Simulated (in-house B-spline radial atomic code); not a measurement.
Two electrons outside the [Ar] 3d10 core: the gallium ion Ga⁺

Computed with a B-spline radial code for spherical atoms: configuration interaction (CI) of the two valence electrons in the field of the frozen Dirac-Fock core, alone and with many-body perturbation theory for the core (screened one- and two-electron correlation potentials), Breit and QED terms; no-pair Dirac Hamiltonian, finite nucleus. Labels give the configuration (outer n counted up each series) and the leading LS term, or the jj pair where no LS term holds 70 %.

An outer d¹⁰ or f¹⁴ shell is a soft core near neutrality, so levels are a few per cent off.

Command:
```bash
python run_mb.py task.json out
```
Settings (nuclear radius in fm, box in bohr, cutoff in hartree):
```
basis_form          3
Z                   31
core_configuration  [Ar] 3d10
rms_radius          3.9973
mass_number         69
speed_of_light      137.036
box_radius          30.0
lmax                6
intervals           66
virtual_cutoff      1922.0
```

Time taken, with all properties: 110 s on 1 thread of Intel(R) Xeon(R) Platinum 8488C, on a shared host.

Excitation energies (cm⁻¹):

```csv
level,purity of the LS term,CI alone,CI + MBPT + Breit + QED,Landé g of the LS mixture,measured (NIST)
4s2 1S0,1.0,0,0,-,0
4s4p 3P°0,1.0,43166,46759,-,47368
4s4p 3P°1,0.999,43576,47202,1.50,47814
4s4p 3P°2,1.0,44426,48128,1.50,48750
4s4p 1P°1,0.999,?,?,?,?
4s5s 3S1,1.0,96647,102132,2.00,102945
4s5s 1S0,1.0,100642,105881,-,106662
4s4d 1D2,0.998,99810,106598,1.00,-
4s4d 3D1,1.0,106894,112809,0.50,113816
4s4d 3D2,1.0,?,?,?,?
4s4d 3D3,1.0,106958,112873,1.33,113883
4p2 3P0,0.996,108832,113677,-,-
```

Task: Where does 4s4p 1P°1 lie?

Result: 68385 cm⁻¹ in CI alone and 70098 cm⁻¹ with all corrections; g = 1.00; measured 70701 cm⁻¹.

Task: Where does 4s4d 3D2 lie?

Result: 106919 cm⁻¹ in CI alone and 112834 cm⁻¹ with all corrections; g = 1.17; measured 113842 cm⁻¹.

Task: What is the first ionisation energy?

Result: 20.373 eV to the 4s1/2 state of the next ion (19.596 eV from CI alone). NIST lists 20.51514 ± 0.00012 eV (measured).

Some electric-dipole lines (reduced elements in atomic units, length form; vacuum wavelengths from the computed energies):

```tsv
upper	lower	D bare (size)	D with core polarisation (size)	λ (nm)	A (s⁻¹)
4s4p 3P°1	4s2 1S0	0.0686	0.063	211.86	2.8e+05
4s5s 3S1	4s4p 3P°0	0.91	0.923	180.6	9.8e+07
4s5s 3S1	4s4p 3P°1	1.58	1.6	182.05	2.9e+08
4s5s 1S0	4s4p 3P°1	0.0408	0.04	170.42	6.6e+05
4s4d 1D2	4s4p 3P°1	0.109	0.0992	168.36	8.4e+05
4s4d 3D1	4s4p 3P°0	2.1	2.03	151.4	8e+08
4s4d 3D1	4s4p 3P°1	1.76	1.71	152.42	5.6e+08
4p2 3P0	4s4p 3P°1	1.82	1.68	150.43	1.7e+09
```

Weak lines are less accurate than strong ones.
